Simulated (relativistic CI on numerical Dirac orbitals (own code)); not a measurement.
# Calculated levels, In¹⁰⁺

Computed by Dirac-Coulomb-Breit CI, KLI orbitals optimised for each configuration, model QED, unscaled Slater integrals (own radial code, finite nucleus).

CI space (outside the closed core [Ar] 3d10): 4s²4p⁶4d³, 4s²4p⁵4d⁴, 4s²4p⁶4d²4f, 4s²4p⁶4d²5s, 4s4p⁶4d⁴, 4s²4p⁶4d²5p, 4s²4p⁶4d4f5s, 4s²4p⁶4d5s5p, 4s²4p⁶4d²5d, 4s4p⁶4d³4f, 4s²4p⁶4d4f², 4s²4p⁶4f³, 4s²4p⁶4f²5s, 4s²4p⁶4f²5p, 4s²4p⁶4f²5d, 4s²4p⁶4d5s², 4s²4p⁶4f5s², 4s²4p⁶5s²5p, 4s²4p⁶5s²5d, 4p⁶4d⁵, 4p⁵4d⁶, 4s²4p⁶4d4f5p, 4s²4p⁶4f5s5p, 4s²4p⁶4f5p², 4s²4p⁶4f5p5d, 4s²4p⁶4d5p², 4s²4p⁶5s5p², 4s²4p⁶5p³, 4s²4p⁶5p²5d. Double excitations out of closed p, d and f shells are left out; levels of such configurations are missing from the list, as are those of other unlisted configurations, and high levels can miss mixing partners. These lack a partner that the ground configuration has and come out too high: 4s4p⁶4d³4f.

The lowest level is 4s²4p⁶4d³ ⁴F3/2, with 93 % of that term; Hund's rules for 4s²4p⁶4d³ give ⁴F with J = 3/2, in agreement.

```
No.  Configuration  Term     J  E (cm⁻¹)    %  Lifetime (s)          jj configuration (%)
  1      4s²4p⁶4d³    ⁴F   3/2         0   93                                4d3/2^3 (57)
  2      4s²4p⁶4d³    ⁴F   5/2      4608   97      2.50e-01            4d3/2^2 4d5/2 (86)
  3      4s²4p⁶4d³    ⁴F   7/2      9472   96      2.12e-01            4d3/2 4d5/2^2 (64)
  4      4s²4p⁶4d³    ⁴F   9/2     14059   89      4.13e-01            4d3/2 4d5/2^2 (50)
  5      4s²4p⁶4d³    ⁴P   3/2     21230   65      9.45e-02            4d3/2^2 4d5/2 (68)
  6      4s²4p⁶4d³    ⁴P   1/2     22536   85      8.45e-01            4d3/2^2 4d5/2 (87)
  7      4s²4p⁶4d³    ⁴P   5/2     28960   95      1.40e-01            4d3/2 4d5/2^2 (64)
  8      4s²4p⁶4d³    ²G   7/2     29420   95      3.16e-02            4d3/2 4d5/2^2 (54)
  9      4s²4p⁶4d³    ²G   9/2     31360   49      3.26e-02            4d3/2^2 4d5/2 (68)
 10      4s²4p⁶4d³    ²D   3/2     34019   53      1.26e-02            4d3/2 4d5/2^2 (85)
 11      4s²4p⁶4d³    ²P   1/2     36879   85      3.28e-02            4d3/2 4d5/2^2 (87)
 12      4s²4p⁶4d³    ²D   5/2     42218   94      1.82e-02            4d3/2 4d5/2^2 (60)
 13      4s²4p⁶4d³    ²H  11/2     42835  100      1.01e-01           4d3/2 4d5/2^2 (100)
 14      4s²4p⁶4d³    ²H   9/2     43938   57      2.33e-02                  4d5/2^3 (55)
 15      4s²4p⁶4d³    ²P   3/2     47437   60      1.34e-02                  4d5/2^3 (86)
 16      4s²4p⁶4d³    ²F   7/2     57278   97      3.30e-02            4d3/2 4d5/2^2 (81)
 17      4s²4p⁶4d³    ²F   5/2     57792   94      4.20e-02            4d3/2 4d5/2^2 (48)
 18      4s²4p⁶4d³    ²D   5/2     85384   93      5.22e-03                  4d5/2^3 (50)
 19      4s²4p⁶4d³    ²D   3/2     85955   99      7.36e-03            4d3/2 4d5/2^2 (86)
 20     4p⁵4d⁴(5D)   ⁶D°   7/2    472984   81      1.92e-08  4p3/2^3 4d3/2^2 4d5/2^2 (55)
 21     4p⁵4d⁴(5D)   ⁶D°   5/2    474034   79      5.96e-09    4p3/2^3 4d3/2^3 4d5/2 (45)
 22     4p⁵4d⁴(5D)   ⁶D°   9/2    474278   84      1.33e-07  4p3/2^3 4d3/2^2 4d5/2^2 (42)
 23      4d²(3F)5s    ⁴F   3/2    475654   95      6.98e-07               4d3/2^2 5s (84)
 24     4p⁵4d⁴(5D)   ⁶D°   3/2    476959   78      2.74e-09  4p3/2^3 4d3/2^2 4d5/2^2 (37)
 25      4d²(3F)5s    ⁴F   5/2    478377   84      6.41e-07               4d3/2^2 5s (68)
 26     4p⁵4d⁴(5D)   ⁶D°   1/2    481318   85      1.53e-09    4p3/2^3 4d3/2^3 4d5/2 (40)
 27      4d²(3F)5s    ⁴F   7/2    484398   95      6.68e-07           4d3/2 4d5/2 5s (94)
 28      4d²(3F)5s    ²F   5/2    490340   81      4.37e-07           4d3/2 4d5/2 5s (78)
 29      4d²(3F)5s    ⁴F   9/2    490826   97      6.79e-07               4d5/2^2 5s (66)
 30     4p⁵4d⁴(5D)   ⁶F°  11/2    496645   93      4.56e-07  4p3/2^3 4d3/2^2 4d5/2^2 (41)
 31      4d²(3P)5s    ⁴P   1/2    499525   94      5.92e-07               4d3/2^2 5s (62)
 32      4d²(3F)5s    ²F   7/2    499770   90      4.17e-07               4d5/2^2 5s (53)
 33      4d²(3P)5s    ⁴P   5/2    501442   55      5.62e-07           4d3/2 4d5/2 5s (91)
 34      4d²(3P)5s    ⁴P   3/2    502020   78      5.89e-07           4d3/2 4d5/2 5s (94)
 35     4p⁵4d⁴(5D)   ⁶F°   9/2    505552   63      3.22e-09  4p3/2^3 4d3/2^2 4d5/2^2 (39)
 36      4d²(1D)5s    ²D   3/2    505649   56      5.22e-07           4d3/2 4d5/2 5s (74)
 37     4p⁵4d⁴(3P)   ⁴S°   3/2    506432   34      1.36e-09  4p3/2^3 4d3/2^2 4d5/2^2 (40)
 38     4p⁵4d⁴(5D)   ⁶F°   7/2    508816   40      3.77e-09  4p3/2^3 4d3/2^2 4d5/2^2 (39)
 39     4p⁵4d⁴(3F)   ⁴D°   3/2    509018   32      3.04e-09    4p3/2^3 4d3/2 4d5/2^3 (34)
 40     4p⁵4d⁴(3F)   ⁴D°   5/2    509059   40      3.52e-09  4p3/2^3 4d3/2^2 4d5/2^2 (58)
 41     4p⁵4d⁴(3F)   ⁴D°   1/2    509789   75      2.88e-09  4p3/2^3 4d3/2^2 4d5/2^2 (55)
 42     4p⁵4d⁴(3F)   ⁴D°   7/2    510589   35      2.88e-09  4p3/2^3 4d3/2^2 4d5/2^2 (56)
 43     4p⁵4d⁴(3H)   ⁴G°   5/2    510598   57      1.83e-09  4p3/2^3 4d3/2^2 4d5/2^2 (34)
 44      4d²(3P)5s    ²P   1/2    511312   95      4.19e-07           4d3/2 4d5/2 5s (80)
 45     4p⁵4d⁴(3H)   ⁴G°   7/2    512521   34      5.16e-09    4p3/2^3 4d3/2^3 4d5/2 (40)
 46      4d²(1D)5s    ²D   5/2    513053   53      5.58e-07               4d5/2^2 5s (98)
 47     4p⁵4d⁴(3F)   ⁴G°   9/2    513363   44      7.38e-09    4p3/2^3 4d3/2 4d5/2^3 (41)
 48     4p⁵4d⁴(3G)   ⁴F°   5/2    513931   36      2.39e-09  4p3/2^3 4d3/2^2 4d5/2^2 (38)
 49     4p⁵4d⁴(3G)   ⁴F°   3/2    514511   53      5.34e-09  4p3/2^3 4d3/2^2 4d5/2^2 (36)
 50     4p⁵4d⁴(5D)   ⁶P°   3/2    514974   37      1.00e-08  4p3/2^3 4d3/2^2 4d5/2^2 (56)
 51     4p⁵4d⁴(3F)   ⁴G°  11/2    516326   69      1.14e-08  4p3/2^3 4d3/2^2 4d5/2^2 (32)
 52     4p⁵4d⁴(3H)   ⁴G°   9/2    517257   30      1.16e-08  4p3/2^3 4d3/2^2 4d5/2^2 (44)
 53      4d²(1G)5s    ²G   9/2    517287   97      5.27e-07           4d3/2 4d5/2 5s (66)
 54      4d²(1G)5s    ²G   7/2    517724   94      5.23e-07           4d3/2 4d5/2 5s (59)
 55      4d²(3P)5s    ²P   3/2    518892   77      4.37e-07               4d5/2^2 5s (82)
 56     4p⁵4d⁴(3P)   ⁴P°   5/2    519601   39      3.88e-09  4p3/2^3 4d3/2^2 4d5/2^2 (40)
 57     4p⁵4d⁴(3P)   ⁴D°   7/2    520009   32      4.00e-09  4p3/2^3 4d3/2^2 4d5/2^2 (46)
 58     4p⁵4d⁴(3H)   ⁴H°  11/2    521069   56      1.40e-08  4p3/2^3 4d3/2^2 4d5/2^2 (66)
 59     4p⁵4d⁴(3H)   ⁴H°  13/2    522755   62      1.89e-07  4p3/2^3 4d3/2^2 4d5/2^2 (81)
 60     4p⁵4d⁴(3H)   ²G°   7/2    522864   35      2.84e-09  4p3/2^3 4d3/2^2 4d5/2^2 (64)
 61     4p⁵4d⁴(5D)   ⁴P°   5/2    524458   39      9.97e-10  4p3/2^3 4d3/2^2 4d5/2^2 (46)
 62     4p⁵4d⁴(1I)   ²H°   9/2    525532   29      2.96e-09  4p3/2^3 4d3/2^2 4d5/2^2 (68)
 63     4p⁵4d⁴(3P)   ⁴D°   3/2    526452   26      1.05e-09    4p3/2^3 4d3/2 4d5/2^3 (40)
 64     4p⁵4d⁴(3H)   ²G°   9/2    528100   35      2.80e-09  4p3/2^3 4d3/2^2 4d5/2^2 (49)
 65     4p⁵4d⁴(3F)   ⁴F°   5/2    528307   25      1.41e-09    4p3/2^3 4d3/2 4d5/2^3 (30)
 66     4p⁵4d⁴(3H)   ⁴I°  15/2    528475   92      2.16e-02  4p3/2^3 4d3/2^2 4d5/2^2 (60)
 67     4p⁵4d⁴(3D)   ⁴P°   1/2    528983   62      8.01e-10    4p3/2^3 4d3/2 4d5/2^3 (29)
 68     4p⁵4d⁴(5D)   ⁶F°   1/2    530311   49      3.34e-10    4p3/2^3 4d3/2^3 4d5/2 (25)
 69     4p⁵4d⁴(5D)   ⁶F°   3/2    530367   33      4.23e-10  4p3/2^3 4d3/2^2 4d5/2^2 (32)
 70     4p⁵4d⁴(3P)   ⁴D°   7/2    530675   42      1.24e-09  4p3/2^3 4d3/2^2 4d5/2^2 (44)
```

Energies count from the lowest computed level; ° marks odd parity; lifetimes are radiative, by E1, M1, E2, M2, E3 decay to levels of this space only. Percentages are summed over parent terms; the parents shown are those of the largest component, closed shells are left out there. Filled j subshells are mostly left out of the jj labels.

The mean weight of the leading LS term, summed over parents, in these 70 levels is 67 %, and that of the leading jj configuration (from the same eigenvectors) 59 %.

At this charge energies of transitions that change n are usually good to better than 1 %, and those within a shell (Δn = 0) to a few per cent. Terms inside the open d or f shell come out 10 to 20 % too wide with unscaled integrals.

Landé's interval rule says that E(J) − E(J−1) = AJ with one A. For the ground term the intervals give A = 1843.1, 1389.8, 1019.3 cm⁻¹ for J = 5/2, 7/2, 9/2; the multiplet is regular.

LS names give the leading component of a level, which can be under half, so a name can repeat, a term be missing and a line seem to break the LS rules.
